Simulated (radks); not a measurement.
Question: These are the eigenvalues of the occupied orbitals of an atom or ion with whole-number occupations (hartree). Method: non-relativistic Kohn-Sham, TPSS, spin-polarised, spherical densities, point nucleus; meta-GGA in the generalised Kohn-Sham scheme; computed with a radial shooting solver on a logarithmic mesh with Libxc functionals.

1s down: -2345.956
1s up: -2345.956
2s up: -386.8982
2s down: -386.8934
2p up: -370.7861
2p down: -370.7827
3s up: -89.61980
3s down: -89.61911
3p up: -82.16601
3p down: -82.16494
3d up: -68.32409
3d down: -68.32099
4s up: -19.27365
4s down: -19.27078
4p up: -16.15454
4p down: -16.15140
4d up: -10.48902
4d down: -10.48473
5s up: -3.98042
5s down: -3.92799
4f up: -3.11901
4f down: -3.10964
5p up: -3.06573
5p down: -3.00604
5d up: -1.66398

Which element is it, and in what charge state? The configuration may be excited. Open shells, if any, are filled with parallel spins first.

Answer: Z = 74, tungsten, charge +4: W4+ in [Xe] 4f14 5d2. The list shows which subshells hold electrons but not how many an open one holds; the 1s level, -2346 hartree, gives Z - s = 68.5 by -(Z - s)^2/2, which with screening narrows Z to a few neighbours, and the depths of the outer levels then fix element, charge and occupations together.
